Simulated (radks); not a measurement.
All-electron atom: Ar I in [Ne] 3s1 3p6 4s1 (not the ground configuration). All-electron calculation, Dirac Kohn-Sham, PBE, spin-unpolarised, spherical densities, point nucleus. Program: a radial shooting solver on a logarithmic mesh with Libxc functionals.

Spin-orbit splittings of the eigenvalues, e(l+1/2) - e(l-1/2), with zeta = 2 splitting/(2l+1) and mean radii in bohr:

| shell | occ. | splitting (eV) | zeta (eV) | <r> j=l-1/2 | <r> j=l+1/2 |
|---|---|---|---|---|---|
| 2p | 6 | ? | ? | 0.3749 | 0.3772 |
| 3p | 6 | 0.2002 | 0.1335 | 1.547 | 1.555 |
| 4p | 0 | 0.006565 | 0.004376 | 7.261 | 7.287 |

Estimate the 2p splitting.

Answer. 2.236 eV (zeta = 1.491 eV).
